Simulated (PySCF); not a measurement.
C4H7FO2, SMILES C(O)COC(=C)F.

Geometry optimised at B3LYP-D3(BJ)/def2-SVP. This is a generated structure with no PubChem entry under its InChIKey; it may be hypothetical. One conformer was computed; it need not be the lowest.

Method: PySCF 2.14.0 with TDA-CAM-B3LYP/def2-SVPD.

Vertical excitations. Isolated molecule, no solvent.

| state | energy (eV) | λ (nm) | f | main pairs |
|---|---|---|---|---|
| S1 | 6.75 | 184 | 0.037 | HOMO→LUMO 81 % |
| S2 | 7.51 | 165 | 0.409 | HOMO→LUMO+1 73 % |
| S3 | 7.58 | 164 | 0.067 | HOMO−1→LUMO 51 %, HOMO−1→LUMO+3 25 % |
| S4 | 7.76 | 160 | 0.055 | HOMO→LUMO+2 61 %, HOMO→LUMO+3 18 %, HOMO→LUMO+5 13 % |
| S5 | 7.94 | 156 | 0.025 | HOMO→LUMO+3 56 %, HOMO→LUMO+5 19 % |
| S6 | 8.25 | 150 | 0.007 | HOMO→LUMO+6 40 %, HOMO→LUMO+9 13 %, HOMO→LUMO+7 12 %, HOMO→LUMO+4 8 % |
| T1 | 4.39 | 283 | 0 | HOMO→LUMO+1 77 % |
| T2 | 6.54 | 190 | 0 | HOMO→LUMO 73 % |
Triplets are in the Tamm–Dancoff approximation.
